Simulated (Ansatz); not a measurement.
`Cl[SiH]1C[Te]1`, relaxed with RKS PBE0-D4/def2-TZVP in Ansatz from a PBE-D4/def2-SVP geometry. The force threshold is 0.005 eV/Å; the program also tests the step.

Charge 0, multiplicity 1. Te takes the def2 core potential.

Start:

```xyz
7

Cl    2.095   -0.363   -1.441
Si    0.114   -0.200   -0.846
C    -0.213    0.411    0.873
Te   -0.872   -1.778    0.752
H    -0.693    0.315   -1.992
H     0.633    0.530    1.571
H    -1.063    1.084    1.083
```

```tsv
step	energy (eV)	largest force (eV/Å)	largest move (Å)
1	-28773.7219	0.598	0.000
2	-28773.7627	0.351	0.071
3	-28773.7714	0.101	0.034
4	-28773.7730	0.047	0.010
5	-28773.7732	0.019	0.007
6	-28773.7732	0.007	0.005
7	-28773.7732	0.002	0.002
```

End:

```xyz
7

Cl    2.062   -0.363   -1.425
Si    0.116   -0.196   -0.835
C    -0.211    0.403    0.862
Te   -0.853   -1.742    0.747
H    -0.682    0.316   -1.964
H     0.618    0.521    1.552
H    -1.050    1.061    1.063
```

Hardware: 2 threads of an Arm Neoverse V2 on a shared host. Wall time 43 s, peak host memory 0.45 GiB.
